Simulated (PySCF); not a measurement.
Excitations are Tamm–Dancoff values on a coarser integration grid. The basis has no diffuse functions, so Rydberg states are missing or too high.

Cartesian coordinates (Å):
SMILES: c1([SiH3])cc2c(Cl)cccc2s1
```xyz
18

Si     3.6821     0.1608    -0.2791
C      1.8175     0.2299    -0.1413
C      0.9523    -0.8167    -0.3195
C     -0.4222    -0.4540    -0.1479
C     -1.5858    -1.2414    -0.2483
Cl    -1.4422    -2.9228    -0.6353
C     -2.8347    -0.6808    -0.0405
C     -2.9496     0.6837     0.2734
C     -1.8307     1.4954     0.3822
C     -0.5747     0.9175     0.1701
S      0.9712     1.7032     0.2450
H      4.1671     1.0867    -1.3458
H      4.3217     0.5578     1.0108
H      4.0512    -1.2438    -0.6185
H      1.2699    -1.8301    -0.5679
H     -3.7229    -1.3086    -0.1232
H     -3.9430     1.1084     0.4338
H     -1.9271     2.5548     0.6264
```
Charge 0, multiplicity 1.

Estimate the HOMO–LUMO gap, brightest of the four lowest singlets (TDA), T1 excitation (TDA), S1 excitation (TDA) and dipole moment that PySCF with PBE0-D3(BJ)/def2-TZVP // PBE0-D3(BJ)/def2-SVP returns for this input.


The HOMO–LUMO gap is 5.08 eV, the brightest of the four lowest singlets (TDA) comes out as 5.51 eV and the T1 excitation (TDA) is 3.13 eV. The S1 excitation (TDA) is 4.46 eV. The dipole moment is 1.04 D.
